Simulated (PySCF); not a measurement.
C2H8O2Si2, SMILES C([Si@@H]([SiH2]O)O)=C. Coordinates come from a PBE-D3(BJ)/def2-SVP optimisation. The structure was generated by enumeration; whether it is a known compound was not checked. The values are those of a single conformer.

Computed equilibrium geometry at PBE-D3(BJ)/def2-SVP (PySCF confirms it by a frequency run) as a Z-matrix (one conformer of several):
```
Si
O 1 1.6929
H 2 0.9744 1 113.94
H 1 1.5113 2 112.34 3 -59.80
C 1 1.8868 4 109.17 2 -121.77
C 5 1.3521 1 121.73 4 143.48
H 6 1.1041 5 122.60 1 177.14
H 6 1.1050 7 116.48 5 -178.84
H 5 1.1072 6 118.53 7 1.16
Si 1 2.3554 4 115.75 2 122.44
O 10 1.6911 1 104.95 4 158.53
H 11 0.9768 10 111.82 1 -26.87
H 10 1.5014 11 107.71 12 -149.43
H 10 1.5122 13 108.05 11 121.61
```
